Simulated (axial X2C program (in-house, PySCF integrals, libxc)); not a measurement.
# TiH⁻: bond constants with and without spin–orbit coupling

Calculated with an in-house all-electron X2C program for linear molecules (integrals from PySCF). Spin-free means the one-electron spin-free X2C Hamiltonian; two-component (2c) means X2C with spin–orbit coupling and atomic mean-field two-electron Coulomb and Gaunt terms, so the difference of the two also holds small scalar two-electron terms. Basis: Ti dyall-acv3z [11s11p7d4f2g], H dyall-av3z [7s3p2d] (cores contracted in-house); Gaussian nuclei, density fitting, unrestricted open shells. Masses: Ti 47.948 u, H 1.008 u.

Input:
```json
{"zs": [22, 1], "q": -1, "bas": ["dyall-acv3z", "dyall-av3z"], "levels": ["PBE0", "HF", "BP86"], "cc": true, "r0": 1.68, "thr": -2.0, "nmax": 90, "npts": 10, "nst": 2, "ntry": 6}
```
```bash
python so2c.py task.json out
```

Keys: zs atomic numbers; q charge; bas basis sets; levels methods; cc coupled cluster on or off; r0 starting distance in Å; thr threshold in hartree for freezing inner shells (an s shell follows its p shell); nmax most natural virtual spinors; npts points on the curve; nst determinants followed; ntry starts of the search. HF also brings MP2.

State, spin-free: M_S = 1, Λ = 3 (beyond evenly filled blocks: π+α, δ+α); electrons by block: σα: 7, σβ: 7, π+α: 3, π+β: 2, π-α: 2, π-β: 2, δ+α: 1. Fragments: Ti + H- for PBE0, BP86; Ti- + H for HF.

State, 2c: Ω = 2 (⟨Sz⟩ = -1.00, ⟨Lz⟩ = 3.00 at PBE0); electrons by block: 1/2: 10, -1/2: 9, 3/2: 3, -3/2: 2. Fragments: Ti + H-.

```csv
Hamiltonian,level,Re (Å),ωe (cm⁻¹),Be (cm⁻¹),αe (cm⁻¹),De (eV),μ (D)
spin-free,PBE0,1.821,1363.1,5.149,0.158,2.47,3.02
spin-free,HF,1.914,1264.3,4.66,0.157,n/a,6.39
spin-free,BP86,1.797,1383.6,5.291,0.169,2.46,2.83
2c,PBE0,1.821,1362.6,5.148,0.158,n/a,3.03
2c,BP86,1.797,1383.1,5.291,0.169,n/a,2.84
```

Dipoles are positive if H is the positive end and refer to the centre of mass.

Occupations by symmetry block were frozen at the best pattern of an incomplete PBE0 search. De is counted from the lowest determinant-based energies of the atoms at the same level, without counterpoise correction. De is not given where an atomic determinant may have missed its ground term or J level, or where the truncated virtual space spoils (T). Density functionals use the spin component along the axis (collinear). The highest occupied level is positive at some bond lengths even in Hartree–Fock (under at least one Hamiltonian), so the basis set holds the extra electron there; where that holds at Re the anion is at best weakly bound and its constants depend on the basis. Other states lie close and PBE0, whose exact exchange favours high spin, may order them wrongly; the determinant shown need not be the ground state. The nearest other spin-free determinant of the search, M_S = 1, Λ = 0, lies 0.06 eV up at the distance of the search. Without a current term, density functionals place determinants with orbital angular momentum somewhat too high. With several unpaired electrons one determinant need not be a pure state. At some level and bond length an empty orbital lies below a filled one. The determinant is spin-polarised beyond a pure state at some levels (its spin-free form has ⟨S²⟩ too high), which makes Re and μ there less reliable.

No reliable constants came from HF (2c), MP2 (2c), MP2 (spin-free): no minimum in range, unconverged points, a curve that is not smooth, a change of character along it, or the two Hamiltonians disagreeing along it.

Rough cost a point (2c) on 1 thread(s) of a shared host, integrals apart: PBE0 1.2 s, BP86 0.9 s.

The whole task took 3.4 min on 1 thread of Intel(R) Xeon(R) Platinum 8488C (Sapphire Rapids), on a shared host.
